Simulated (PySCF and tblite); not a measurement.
Results of a calculation; reference values are marked as such.
3 regioisomers of C₈H₁₃Cl:

| isomer | SMILES |
| --- | --- |
| A | [Cl:1][C@@H:2]1[CH2:3][CH2:4][C@@H:5]2[CH2:6][CH2:7][CH2:8][C@H:9]12 |
| B | [Cl:1][C@@H:2]1[CH2:3][C@@H:4]2[CH2:5][CH2:6][CH2:7][C@@H:8]2[CH2:9]1 |
| C | [Cl:1][C@:2]12[CH2:3][CH2:4][CH2:5][C@@H:6]1[CH2:7][CH2:8][CH2:9]2 |

Each isomer is a Boltzmann average at 298.15 K over at most 2 conformers: GFN2-xTB geometries, energies PBE0/def2-SVP (IEF-PCM, methanol) (D3(BJ) added where defined), GIAO shieldings mPW1PW91/pcSseg-1 (IEF-PCM, methanol), GFN2-xTB thermal terms. Programs: PySCF with density fitting and tblite.

Question: What shifts does each isomer give (ppm; of two unlike H on one atom, a is the less shielded)?

Answer: 
A: ¹H (against TMS): 4.46 (H2, 1H), 2.72 (H9, 1H), 2.52 (H5, 1H), 1.97 (H3a, 1H), 1.84 (H4a, 1H), 1.84 (H6a, 1H), 1.80 (H3b, 1H), 1.72 (H7a, 1H), 1.72 (H8a, 1H), 1.68 (H8b, 1H), 1.46 (H7b, 1H), 1.40 (H4b, 1H), 1.29 (H6b, 1H). ¹³C (against TMS): 72.1 (C2), 52.1 (C9), 47.2 (C5), 40.5 (C3), 37.7 (C6), 35.0 (C8), 34.3 (C4), 30.8 (C7).

B: ¹H (against TMS): 4.15 (H2, 1H), 2.49 (H4/H8, 2H), 2.41 (H3a/H9a, 2H), 1.68 (H5a/H7a, 2H), 1.63 (H6a, 1H), 1.58 (H5b/H7b, 2H), 1.52 (H6b, 1H), 1.41 (H3b/H9b, 2H). ¹³C (against TMS): 66.1 (C2), 48.9 (C3/C9), 45.3 (C4/C8), 37.8 (C5/C7), 27.9 (C6).

C: ¹H (against TMS): 2.43 (H4a/H8a, 2H), 2.34 (H6, 1H), 2.33 (H4b/H8b, 2H), 1.98 (H3a/H9a, 2H), 1.82 (H3b/H9b, 2H), 1.64 (H5a/H7a, 2H), 1.59 (H5b/H7b, 2H). ¹³C (against TMS): 100.9 (C2), 62.3 (C6), 39.9 (C3/C9), 32.3 (C4/C8), 26.9 (C5/C7).

The conformer set may be incomplete (the search or the number kept was capped). Shifts are unscaled: against experiment ¹³C can be off by 15 ppm or more and ¹H by 0.8 ppm.
